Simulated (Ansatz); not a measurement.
Cartesian coordinates (Å):
SMILES: C1=C(C(C)=C[Si]1(C)C)C
```xyz
23

C      2.4847     1.0274    -0.8986
C      1.1384     0.5283    -0.4515
C     -0.0442     1.1110    -0.7639
Si    -1.4258     0.1178     0.0271
C     -2.4082     1.0834     1.3166
C     -2.6013    -0.6694    -1.2215
C     -0.1971    -1.0910     0.7685
C      1.0524    -0.7094     0.4099
C      2.3145    -1.4240     0.8075
H      2.3883     1.9316    -1.5157
H      3.1319     1.2667    -0.0375
H      3.0216     0.2648    -1.4882
H     -0.0822     2.0114    -1.3829
H     -1.7336     1.5485     2.0521
H     -3.0028     1.8814     0.8421
H     -3.1041     0.4217     1.8580
H     -3.1991     0.0993    -1.7383
H     -3.3004    -1.3605    -0.7224
H     -2.0403    -1.2366    -1.9804
H     -0.3590    -1.9749     1.3913
H      2.8808    -1.7636    -0.0766
H      2.9911    -0.7617     1.3741
H      2.0944    -2.3021     1.4307
```
Charge 0, multiplicity 1.

These are Ansatz (a quantum-chemistry and plane-wave program) with frozen-core CCSD(T)/cc-pVDZ // B3LYP-D3(BJ)/def2-SVP values and carry that method's errors. The restricted HF reference is unstable towards unrestricted orbitals.

The HF energy is -600.04645 Ha and the MP2 correlation energy comes out as -1.20123 Ha.

Estimate the CCSD correlation energy, the (T) correction, the total energy and the T1 diagnostic.


| Item | Result |
|---|---|
| CCSD correlation energy | -1.29853 Ha |
| (T) correction | -0.04808 Ha |
| CCSD(T) total energy | -601.39306 Ha |
| T1 diagnostic | 0.010 |
